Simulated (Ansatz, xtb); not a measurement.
## Relaxing a trial structure of AlFOS−

The starting geometry of this gas-phase doublet has its atoms placed at random.

```xyz
4

Al    1.6798    0.1039    0.4205
F    -1.6254    0.1381    0.1351
O    -0.9354    1.2045   -0.8389
S    -0.5423   -1.4229   -0.6678
```

Task: One run relaxed it with r2SCAN-D4/def2-SVPD. What is a likely outcome?

Result: It ends as a structure given below by its coordinates. Contacts that close: Al1–F2 (3.32 → 1.71 Å), Al1–O3 (3.10 → 1.70 Å), Al1–S4 (2.91 → 2.13 Å).

The energy falls by 9.92 eV over 22 steps:

```tsv
step	E − E(last) (eV)
1	9.923
3	8.302
6	5.917
8	4.892
10	4.223
13	2.483
15	1.290
17	0.295
20	0.005
22	0.000
```

Final geometry (Å):

```yaml
atoms:
  - { symbol: Al, position_ang: [-0.4115, 0.0843, -0.2229] }
  - { symbol: F, position_ang: [-2.0793, 0.2406, 0.1099] }
  - { symbol: O, position_ang: [0.5333, 1.4991, -0.3344] }
  - { symbol: S, position_ang: [0.5343, -1.8005, -0.5037] }
```

From the same start GFN2-xTB reaches the same bonding as this run.

From so rough a start the end depends on the optimiser's path, so another program may land elsewhere. The end wasn't checked by frequencies. Open shells are spin-unrestricted. Run with Ansatz 0.2.0, 2.8 min on 2 threads of Intel(R) Xeon(R) Platinum 8259CL CPU @ 2.50GHz (Skylake/Cascade Lake) (shared host).
